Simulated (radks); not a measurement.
Results of a calculation; reference values are marked as such.
All-electron atom: Cu2+ in [Ar] 3d9 (the NIST ground configuration).

Code: a radial shooting solver on a logarithmic mesh with Libxc functionals. Model: non-relativistic Kohn-Sham, TPSS, spin-polarised, spherical densities, point nucleus; open shells are filled with parallel spins first; meta-GGA in the generalised Kohn-Sham scheme.

Energy parts (eV):
part                       energy
total                  -44613.186
kinetic                 44581.920
electron-nucleus      -106109.014
Hartree                 18725.116
exchange-correlation    -1811.208

Orbitals (lengths in bohr, moments of r in powers of bohr; r(max) is where P^2 peaks):
| orbital | occ. | eigenvalue (eV) | r(max) | <r^4> | <r> |
|---|---|---|---|---|---|
| 1s down | 1 | -8788.219 | 0.03488 | 0.00003575 | 0.05287 |
| 1s up | 1 | -8788.218 | 0.03488 | 0.00003575 | 0.05287 |
| 2s up | 1 | -1069.087 | 0.1995 | 0.007778 | 0.2384 |
| 2s down | 1 | -1068.546 | 0.1995 | 0.007767 | 0.2383 |
| 2p up | 3 | -938.8615 | 0.1595 | 0.005641 | 0.2078 |
| 2p down | 3 | -938.4271 | 0.1594 | 0.005631 | 0.2077 |
| 3s up | 1 | -138.3024 | 0.6207 | 0.5814 | 0.7195 |
| 3s down | 1 | -137.0956 | 0.6209 | 0.5843 | 0.7203 |
| 3p up | 3 | -97.7019 | 0.6220 | 0.7720 | 0.7491 |
| 3p down | 3 | -96.5079 | 0.6223 | 0.7789 | 0.7503 |
| 3d up | 5 | -30.1913 | 0.5949 | 3.065 | 0.9119 |
| 3d down | 4 | -29.0908 | 0.5963 | 3.274 | 0.9219 |
| 4s up | 0 | -21.6574 | 1.983 | 58.76 | 2.320 |
| 4s down | 0 | -21.3532 | 2.000 | 60.76 | 2.339 |
| 4p up | 0 | -14.9683 | 2.400 | 128.4 | 2.805 |
| 4p down | 0 | -14.7691 | 2.422 | 133.3 | 2.832 |

The highest occupied level is 3d down at -29.091 eV. Summed over all electrons, <r^2> = 15.53 bohr^2, which gives a Langevin (diamagnetic) susceptibility term of -12.3 x 10^-6 cm^3/mol.
